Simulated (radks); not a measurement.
The caesium ion Cs4+, [Kr] 4d10 5s2 5p3. Method: non-relativistic Kohn-Sham, exchange-only LDA, spin-polarised, spherical densities, point nucleus; computed with a radial shooting solver on a logarithmic mesh with Libxc functionals. Every spin shell is full or empty, so the densities are truly spherical. Functionals are evaluated on that one density, not self-consistently. Rank these orbital-free kinetic functionals by their error against the exact value of the orbitals, and give that value: Thomas-Fermi, TF + vW, TF + vW/9, LC94, APBEK, revAPBEK, Perdew 92, Thakkar, Pearson, LKT, DePristo-Kress, Ernzerhof.

Answer. Exact: 7541.62 hartree. From best to worst, with 100 (|E| - |E exact|)/|E exact| (equal figures are ties): LC94 +0.04, APBEK +0.09, DePristo-Kress -0.13, revAPBEK +0.26, Ernzerhof -0.44, Thakkar -0.63, Perdew 92 -0.69, TF + vW/9 -0.70, Pearson -0.92, Thomas-Fermi -5.17, LKT +18.48, TF + vW +35.11.
